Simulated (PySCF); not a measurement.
**Identify the compound**

The spectra below were simulated for a compound C₆H₅FNOP.

¹H NMR (400 MHz, computed): δ 10.51 (s, 1H), 9.65 (m, 1H), 3.01 (s, 3H).

¹³C{¹H} NMR (computed): δ 204.3 (CH), 202.4 (C), 184.7 (CH), 147.8 (C), 142.1 (C), 27.0 (CH3).

PySCF calculation with σ from GIAO-PBE0/pcSseg-1 and GFN2-xTB structure; one conformer, relativity neglected, averaged over atoms made equivalent by symmetry, fast rotation or ring inversion, in vacuum.

δ = σ(ref) − σ, references computed at the same level: TMS for ¹H (σ = 31.72 ppm), ¹³C (σ = 186.93 ppm).

Problem. Propose a structure and justify it.

Solution. 
6 carbon signals for 6 carbons: no two carbons are equivalent. Carbon types of the structure: 3 × C, 2 × CH, 1 × CH3, which accounts for all hydrogens. δC 204.3: aldehyde carbonyl carbon; the double bond to the heteroatom, with no lone-pair donor beside it, deshields it most. δC 202.4: aromatic carbon bearing fluorine; the electronegative substituent deshields the carbon that carries it. δC 184.7: aromatic CH. δC 147.8: substituted aromatic carbon next to a ring nitrogen. δC 142.1: substituted aromatic carbon. δH 10.51: hydrogen on an aldehyde carbonyl carbon; the C=O anisotropy and electron withdrawal place aldehyde protons far downfield. δH 9.65: hydrogen on an aromatic CH; ring-current deshielding.

These data were computed for SMILES Cc1cpc(F)nc1C=O.

The data come from this structure; uniqueness wasn't tested.

Splittings by ¹⁹F and ³¹P in the carbon and heteronuclear signals aren't shown, as no couplings were computed. Shifts are as computed. Against solution values, carbons near 30 ppm lie about +3 ppm off and those near 130 ppm about +5 ppm. Of 1211 compounds with measured shifts, 218 miss one by over three times the rms of a fit or turn the order of signals round; such compounds aren't used in these exercises. No couplings were computed; multiplicities are counted from neighbouring protons, with m where these are inequivalent, close in shift, in a saturated or five-membered ring or joined by F or P, and br s for small geminal =CH2 splittings.
